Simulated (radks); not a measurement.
Results of a calculation; reference values are marked as such.
Effect of the nuclear size on the zinc ion Zn2+, [Ar] 3d10. Code: a radial shooting solver on a logarithmic mesh with Libxc functionals. Model: Dirac Kohn-Sham, relativistic LDA (MacDonald-Vosko exchange, VWN5 correlation), spin-unpolarised, spherical densities, finite nucleus; Fermi nuclear charge, rms radius 3.9283 fm. The rms radius is varied about that value; shifts are against it.

rms radius (fm)  total energy shift (eV)  density at nucleus (e/bohr^3)  1s1/2 shift (meV)  2s1/2 shift (meV)  3s1/2 shift (meV)  4s1/2 (empty) shift (meV)
3.1701                           -0.0811                      2.512e+04              -34.4              -3.30             -0.500                     -0.048
3.563                            -0.0411                      2.496e+04              -17.4              -1.67             -0.254                     -0.024
3.9283                                 0                      2.482e+04              0.000              0.000              0.000                      0.000
4.0736                            0.0174                      2.477e+04               7.38              0.708              0.107                      0.010
4.7729                             0.109                      2.455e+04               46.4               4.46              0.676                      0.064

Slopes of the eigenvalues against <r^2> in GHz/fm^2, as finite differences over the two radii next to the reference (eigenvalue slopes, not the field-shift constants of lines): 1s1/2 1540, 2s1/2 148, 3s1/2 22.4, 4s1/2 (empty) 2.13.
